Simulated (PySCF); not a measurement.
Isomers of C6H9NOSi, mass 139.045 u with the commonest isotopes. Method used: PBE0/pcSseg-1 in PySCF (dipole) on a GFN2-xTB geometry, gas phase. One conformer each, none proved a minimum here; rigid rotors.

Question: Order these by dipole moment, largest first.
A. `[CH2:1]=[C:2]([C:3]#[N:4])[CH2:5][SiH2:6][C:7]([CH3:8])=[O:9]` with C1–C2–C5–Si6 -103°, C2–C5–Si6–C7 62°, C5–Si6–C7–C8 -158°
B. `[CH:1]#[C:2][C@@H:3]1[C:4](=[O:5])[NH:6][SiH2:7][C@@H:8]1[CH3:9]` with C2–C3–C4–O5 86°, C3–C4–N6–Si7 -7°, C4–N6–Si7–C8 -11°, N6–Si7–C8–C9 150°
C. `[NH2:1][SiH2:2][O:3][c:4]1[cH:5][cH:6][cH:7][cH:8][cH:9]1` with H–N1–Si2–O3 -40° and -177°, N1–Si2–O3–C4 -58°, Si2–O3–C4–C5 4°
D. `[CH2:1]=[CH:2][CH:3]([CH:4]=[CH2:5])[O:6][SiH2:7][C:8]#[N:9]` with C1–C2–C3–C4 -117°, C2–C3–C4–C5 110°, C2–C3–O6–Si7 -61°, C3–O6–Si7–C8 57°
E. `[N:1]#[C:2][C@@H:3]1[CH2:4][C@H:5]([CH:6]=[O:7])[CH2:8][SiH2:9]1` with C4–C5–C6–O7 -89°, C2–C3–C4–C5 -94°, C3–C4–C5–C6 65°, C4–C5–C8–Si9 46°, C5–C8–Si9–C3 -25°
F. `[CH2:1]=[N:2][c:3]1[cH:4][cH:5][c:6]([SiH2:7][CH3:8])[o:9]1` with C1–N2–C3–C4 -179°, C5–C6–Si7–C8 3°
G. `[N:1]#[C:2]/[CH:3]=[CH:4]/[SiH2:5][O:6][CH:7]1[CH2:8][CH2:9]1` with C3–C4–Si5–O6 -174°, C4–Si5–O6–C7 -69°, Si5–O6–C7–C8 19°

Answer: E (5.62 D), G (4.00 D), B (3.82 D), D (3.18 D), A (3.05 D), C (1.78 D), F (1.42 D).

Question: Order these by rotational constant C, largest first.
A. `[NH2:1][SiH2:2][O:3][c:4]1[cH:5][cH:6][cH:7][cH:8][cH:9]1` with H–N1–Si2–O3 -40° and -177°, N1–Si2–O3–C4 -58°, Si2–O3–C4–C5 4°
B. `[CH2:1]=[CH:2][CH:3]([CH:4]=[CH2:5])[O:6][SiH2:7][C:8]#[N:9]` with C1–C2–C3–C4 -117°, C2–C3–C4–C5 110°, C2–C3–O6–Si7 -61°, C3–O6–Si7–C8 57°
C. `[CH:1]#[C:2][C@@H:3]1[C:4](=[O:5])[NH:6][SiH2:7][C@@H:8]1[CH3:9]` with C2–C3–C4–O5 86°, C3–C4–N6–Si7 -7°, C4–N6–Si7–C8 -11°, N6–Si7–C8–C9 150°
D. `[N:1]#[C:2]/[CH:3]=[CH:4]/[SiH2:5][O:6][CH:7]1[CH2:8][CH2:9]1` with C3–C4–Si5–O6 -174°, C4–Si5–O6–C7 -69°, Si5–O6–C7–C8 19°
E. `[CH2:1]=[C:2]1[CH2:3][C@:4]([C:5]#[N:6])([CH2:7][OH:8])[SiH2:9]1` with C3–C4–C7–O8 62°, C4–C7–O8–H 60°
F. `[CH2:1]=[C:2]([C:3]#[N:4])[CH2:5][SiH2:6][C:7]([CH3:8])=[O:9]` with C1–C2–C5–Si6 -103°, C2–C5–Si6–C7 62°, C5–Si6–C7–C8 -158°
G. `[CH2:1]=[N:2][c:3]1[cH:4][cH:5][c:6]([SiH2:7][CH3:8])[o:9]1` with C1–N2–C3–C4 -179°, C5–C6–Si7–C8 3°
H. `[N:1]#[C:2][C@@H:3]1[CH2:4][C@H:5]([CH:6]=[O:7])[CH2:8][SiH2:9]1` with C4–C5–C6–O7 -89°, C2–C3–C4–C5 -94°, C3–C4–C5–C6 65°, C4–C5–C8–Si9 46°, C5–C8–Si9–C3 -25°

Answer: H (1256 MHz), C (1020 MHz), E (905.5 MHz), F (783.8 MHz), A (693.9 MHz), B (679.9 MHz), G (623.0 MHz), D (520.6 MHz).

Question: Order these by rotational constant B, largest first.
A. `[N:1]#[C:2]/[CH:3]=[CH:4]/[SiH2:5][O:6][CH:7]1[CH2:8][CH2:9]1` with C3–C4–Si5–O6 -174°, C4–Si5–O6–C7 -69°, Si5–O6–C7–C8 19°
B. `[CH:1]#[C:2][C@@H:3]1[C:4](=[O:5])[NH:6][SiH2:7][C@@H:8]1[CH3:9]` with C2–C3–C4–O5 86°, C3–C4–N6–Si7 -7°, C4–N6–Si7–C8 -11°, N6–Si7–C8–C9 150°
C. `[CH2:1]=[CH:2][CH:3]([CH:4]=[CH2:5])[O:6][SiH2:7][C:8]#[N:9]` with C1–C2–C3–C4 -117°, C2–C3–C4–C5 110°, C2–C3–O6–Si7 -61°, C3–O6–Si7–C8 57°
D. `[N:1]#[C:2][C@@H:3]1[CH2:4][C@H:5]([CH:6]=[O:7])[CH2:8][SiH2:9]1` with C4–C5–C6–O7 -89°, C2–C3–C4–C5 -94°, C3–C4–C5–C6 65°, C4–C5–C8–Si9 46°, C5–C8–Si9–C3 -25°
E. `[NH2:1][SiH2:2][O:3][c:4]1[cH:5][cH:6][cH:7][cH:8][cH:9]1` with H–N1–Si2–O3 -40° and -177°, N1–Si2–O3–C4 -58°, Si2–O3–C4–C5 4°
F. `[CH2:1]=[C:2]1[CH2:3][C@:4]([C:5]#[N:6])([CH2:7][OH:8])[SiH2:9]1` with C3–C4–C7–O8 62°, C4–C7–O8–H 60°
G. `[CH2:1]=[C:2]([C:3]#[N:4])[CH2:5][SiH2:6][C:7]([CH3:8])=[O:9]` with C1–C2–C5–Si6 -103°, C2–C5–Si6–C7 62°, C5–Si6–C7–C8 -158°
H. `[CH2:1]=[N:2][c:3]1[cH:4][cH:5][c:6]([SiH2:7][CH3:8])[o:9]1` with C1–N2–C3–C4 -179°, C5–C6–Si7–C8 3°

Answer: B (1489 MHz), D (1422 MHz), F (1031 MHz), C (882.8 MHz), G (854.4 MHz), E (803.7 MHz), H (737.2 MHz), A (583.0 MHz).

```tsv
SMILES	point group	Ia (u·Å²)	Ib (u·Å²)	Ic (u·Å²)	κ	μa (D)	μb (D)	μc (D)
N#C[C@@H]1C[C@H](C=O)C[SiH2]1	C1	257.30	355.48	402.28	-0.53	4.56	0.04	3.29
C#C[C@@H]1C(=O)N[SiH2][C@@H]1C	C1	305.39	339.44	495.30	0.48	3.45	1.40	0.82
C=Nc1ccc([SiH2]C)o1	near Cs	134.73	685.55	811.19	-0.93	1.40	0.20	0.04
N#C/C=C/[SiH2]OC1CC1	C1	163.70	866.86	970.70	-0.95	3.77	0.87	0.99
C=C1C[C@](C#N)(CO)[SiH2]1	C1	252.08	490.38	558.09	-0.77	3.17	1.21	1.54
C=CC(C=C)O[SiH2]C#N	C1	223.05	572.48	743.33	-0.74	2.62	1.28	1.26
N[SiH2]Oc1ccccc1	C1	140.33	628.84	728.29	-0.92	1.28	0.92	0.84
C=C(C#N)C[SiH2]C(C)=O	C1	241.86	591.51	644.81	-0.89	2.78	0.08	1.26
```
